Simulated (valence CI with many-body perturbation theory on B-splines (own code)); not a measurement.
**Which ion has this spectrum?**

A relativistic CI+MBPT calculation for an atom or ion with 15 electrons gives these levels (× 10³ cm⁻¹):

| J | Parity | E | g |
| --- | --- | --- | --- |
| 3/2 | odd | 0.00 | 1.33 |
| 3/2 | even | 2115.1 | 0.78 |
| 5/2 | even | 3297.7 | 1.19 |
| 3/2 | odd | 4583.1 | 1.45 |
| 5/2 | odd | 4688.5 | 1.18 |
| 1/2 | odd | 4831.0 | 0.64 |
| 5/2 | even | 6248.4 | 1.45 |
| 3/2 | even | 6505.7 | 1.14 |
| 1/2 | even | 6537.7 | 1.99 |
| 5/2 | even | 6670.1 | 0.96 |
| 1/2 | even | 6703.2 | 0.23 |
| 3/2 | even | 6709.7 | 0.90 |
| 7/2 | even | 6781.7 | 1.01 |
| 5/2 | even | 7061.0 | 1.14 |

The energies are calculated, and their last digits are not significant.

Problem. Which is it?
A. Au64+
B. Hg65+
C. Tl66+
D. Pb67+

Solution. D. Pb67+, ground level (3s^2 3p1/2^2 3p3/2) J=3/2.
